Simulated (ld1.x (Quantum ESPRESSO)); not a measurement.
## Varying the TM potential for selenium (Se)

Base potential:

```json
{"Element": "Se (Z = 34)", "Generator": "ld1.x (Quantum ESPRESSO) 7.5", "Type": "norm-conserving Troullier–Martins (Kleinman–Bylander form)", "Functional": "PBEsol", "Relativity": "scalar-relativistic", "Frozen core": "[Ar]", "Valence charge": "16", "Reference configuration": "3d10 4s1.5 4p4.5", "Partial waves": "4s (bound): rc 1.50 bohr; 4p (bound): rc 1.40 bohr; 3d (bound): rc 0.85 bohr", "Local potential": "the d channel", "Core correction": "a·sin(br)/r model core inside 0.45 bohr"}
```

All-electron outer shells of the reference configuration (PBEsol, scalar-relativistic, ld1.x):

| shell | level (eV) | outermost node (bohr) | outermost maximum (bohr) |
| --- | --- | --- | --- |
| 3s | -213.92 | 0.24 | 0.50 |
| 3p | -153.58 | 0.21 | 0.50 |
| 3d | -53.92 | – | 0.45 |
| 4s | -17.71 | 0.70 | 1.51 |
| 4p | -6.82 | 0.74 | 1.80 |

Cutoffs, loose and tight: the cutoffs (Ry, on a coarse ladder) from which the occupation-weighted sum of valence levels, in a spherical-Bessel basis at the reference potential, stays within 10 and 1 mRy of its value at 400 Ry. They do not see the model core or the augmentation charge, which bear on the density cutoff. Test errors are all-electron minus pseudo excitation energies from the reference, over the configurations 3d10 4s2 4p4; 3d10 4s2 4p3; 3d10 4s2 4p2; 3d9 4s2 4p4; 3d10 4s2 4p1; 3d10 4s1 4p5; 3d10 4s2 4p4.3. A dash means not determined; rows that change the core or the reference have their own tests. The largest error is taken over the tests solved by every variant that gives reliable tests at all: 3d10 4s1 4p5; 3d10 4s2 4p2; 3d10 4s2 4p3; 3d10 4s2 4p4.

A true bound ghost makes a file unfit for plane-wave use even where its test errors are small: the radial tests pick states by their node count and pass the ghost by. Where a test does run into it, the solver fails or the error is huge.

Cutoffs are not given where the Bessel-basis levels miss the radial ones by over 6 mRy, ghosts where they miss by over 20 mRy; a channel whose overlap is not positive is not tested.

```tsv
change	outcome	cutoff, loose	cutoff, tight	bound ghosts	largest test error (meV)
base	generated	over 300 Ry	over 300 Ry	s, p	+5.4
wave 3d (bound): rc 0.85 bohr becomes 3d (bound): rc 0.56 bohr	generated	–	–	s, p	-22
wave 3d (bound): rc 0.85 bohr becomes 3d (bound): rc 0.62 bohr	generated	–	–	s, p	+17
wave 3d (bound): rc 0.85 bohr becomes 3d (bound): rc 0.80 bohr	generated	over 300 Ry	over 300 Ry	s, p	+6.4
wave 3d (bound): rc 0.85 bohr becomes 3d (bound): rc 0.84 bohr	generated	over 300 Ry	over 300 Ry	s, p	+5.8
wave 3d (bound): rc 0.85 bohr becomes 3d (bound): rc 0.94 bohr	generated	300 Ry	over 300 Ry	s, p	+4.1
wave 3d (bound): rc 0.85 bohr becomes 3d (bound): rc 1.18 bohr	generated	230 Ry	over 300 Ry	s, p	-1.0
wave 3d (bound): rc 0.85 bohr becomes 3d (bound): rc 1.28 bohr	generated	200 Ry	over 300 Ry	s, p	-2.0
```

Problem. What comes out with this change to the base: wave 3d (bound): rc 0.85 bohr becomes 3d (bound): rc 0.70 bohr?

Solution. outcome: generated; cutoff, loose: over 300 Ry; cutoff, tight: over 300 Ry; bound ghosts: s, p; largest test error (meV): +8.9.

Problem. What comes out with this change to the base: wave 3d (bound): rc 0.85 bohr becomes 3d (bound): rc 1.06 bohr?

Solution. outcome: generated; cutoff, loose: 260 Ry; cutoff, tight: over 300 Ry; bound ghosts: s, p; largest test error (meV): +2.8.

Problem. What comes out with this change to the base: wave 3d (bound): rc 0.85 bohr becomes 3d (bound): rc 1.12 bohr?

Solution. outcome: generated; cutoff, loose: 230 Ry; cutoff, tight: over 300 Ry; bound ghosts: s, p; largest test error (meV): +1.5.

Reading the sweep of the d radius (base included, trends over the rows without a ghost): Bound ghosts are found at 0.56, 0.62, 0.7, 0.8, 0.84, 0.85, 0.94, 1.06, 1.12, 1.18, 1.28 bohr. Every judged row has one, so this setting neither creates nor removes them.
